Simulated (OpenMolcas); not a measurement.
Computed levels of 4d² in ions with 38 electrons, in cm-1 above ³F₂.

- Program: OpenMolcas 26.06
- Method: CASSCF
- Basis: ANO-RCC-VTZP
- Scalar Hamiltonian: DKH2, point nucleus
- Spin-orbit coupling: RASSI with atomic mean-field integrals over the reference wave functions, term energies averaged over their components

Active space for each ion: 2 electrons in 5 orbitals (4d).

```
Level   Mo4+   Ru6+   Rh7+
  ³F₃   1488   2672   3451
  ³F₄   3228   5649   7194
  ¹D₂  12756  16087  17804
  ³P₀  13829  17016  18578
  ³P₁  14428  18164  20112
  ³P₂  15972  21088  23945
  ¹G₄  19348  24473  27143
  ¹S₀  45602  56297  61558
```

**Question.** Estimate ³F₄, ¹D₂, ³P₀ for Tc5+ from its neighbours Mo4+ and Ru6+.

**Answer.** ³F₄ is fine structure, which grows about as the fourth power of a screened charge, so the fourth roots are averaged: ((3228^0.25 + 5649^0.25) / 2)^4 = 4312. The calculation gives 4362, so the estimate is off by -1.1 %.
¹D₂ is another term, which grows about linearly with the charge: (12756 + 16087) / 2 = 14422. The calculation gives 14363, so the estimate is off by +0.4 %.
³P₀ is another term, which grows about linearly with the charge: (13829 + 17016) / 2 = 15422. The calculation gives 15389, so the estimate is off by +0.2 %.

Mixed levels, with the weight of the term that names them: Tc5+ ¹D₂ (75 %), Ru6+ ¹D₂ (71 %), Ru6+ ³P₂ (73 %), Rh7+ ¹D₂ (68 %), Rh7+ ³P₂ (70 %).

Without dynamic correlation excited terms often stand tens of per cent too high (terms of higher spin than the ground term too low), and those without a measured partner can miss by more than the paired ones. Terms from blocks run as CI alone lack orbitals of their own. Levels of configurations outside the active space are missing.
